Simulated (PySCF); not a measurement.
Exercise with solution: entropy of an ideal gas

Sn(F)(NH2) (FH2NSn), SMILES [NH2][Sn][F] (connectivity only; charge and spin as stated), neutral, multiplicity 1.

Geometry optimised at PBE-D3(BJ)/def2-TZVP. The def2 effective core potentials stand for the cores of Sn; spin–orbit coupling is left out. One conformer was computed; it need not be the lowest.

PBE-D3(BJ)/def2-TZVP (PySCF 2.14.0) gives the harmonic wavenumbers 173, 332, 439, 536, 579, 602, 1480, 3451, 3571 cm⁻¹ and the rotational temperatures 0.4416, 0.3175, 0.1847 K. The molar mass is 153.73 g/mol, the symmetry number 1, the spin multiplicity 1.

Work out the entropy at 298.15 K and 1 atm in the rigid-rotor, harmonic-oscillator model.


Translation (Sackur–Tetrode at 1 atm): S = R[1.5 ln M + 2.5 ln T − 1.16487] = 171.5 J/(mol K).
Rotation: q = (√π/σ) T^1.5/√(θA θB θC) = 56700, S = R[ln q + 3/2] = 103.5 J/(mol K).
Vibration: with u = 1.4388 ν/T, each mode gives R[u/(e^u − 1) − ln(1 − e^−u)]:
| ν (cm⁻¹) | modes | u | S (J/(mol K)) |
|---|---|---|---|
| 173 | 1 | 0.83 | 10.05 |
| 332 | 1 | 1.60 | 5.23 |
| 439 | 1 | 2.12 | 3.47 |
| 536 | 1 | 2.59 | 2.40 |
| 579 | 1 | 2.79 | 2.04 |
| 602 | 1 | 2.91 | 1.87 |
| 1480 | 1 | 7.14 | 0.05 |
The stiffer modes add less than 0.005 each. Sum 25.1 J/(mol K).
Spin: R ln 1 = 0.0 J/(mol K).
Total 300.1 J/(mol K); the program's own thermochemistry gives 300.1. Translation makes up 57 % and vibration 8 %. Anharmonicity, hindered rotation and orbital degeneracy are left out.
